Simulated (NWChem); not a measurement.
Molecule: AlGeH$_{4}$OCl; SMILES [OH][Al]([Cl])[GeH3]

```xyz
8

Al     0.4387    -0.7178     0.0000
Cl    -0.9872    -2.2942     0.0000
Ge    -0.2213     1.6455     0.0000
H     -1.0815     1.9844    -1.2483
H     -1.0815     1.9844     1.2483
H      1.0126     2.5854     0.0000
O      2.1086    -1.1074     0.0000
H      2.4440    -2.0189     0.0000
```
Atoms are numbered in this order, from 1.

All runs: NWChem. Coordinates come from a PBE-D3(BJ)/def2-SVP optimisation. Level r2SCAN/def2-SVP: energy and gradient on several grids; changes count from the extra-fine grid, which is no exact limit either.

### Question
Which is the coarsest grid (xcoarse; coarse; xfine; medium; fine) from which on the energy stays within 100 μHa and each gradient component within 200 μHa/bohr of xfine?

### Answer
medium.
```json
[
 {"grid": "xcoarse", "size of the energy change (μHa)": "8000", "largest change of a gradient component (μHa/bohr)": "8000"},
 {"grid": "coarse", "size of the energy change (μHa)": "200", "largest change of a gradient component (μHa/bohr)": "1000"},
 {"grid": "medium", "size of the energy change (μHa)": "30", "largest change of a gradient component (μHa/bohr)": "60"},
 {"grid": "fine", "size of the energy change (μHa)": "20", "largest change of a gradient component (μHa/bohr)": "< 30"},
 {"grid": "xfine", "size of the energy change (μHa)": "< 10", "largest change of a gradient component (μHa/bohr)": "< 30"}
]
```
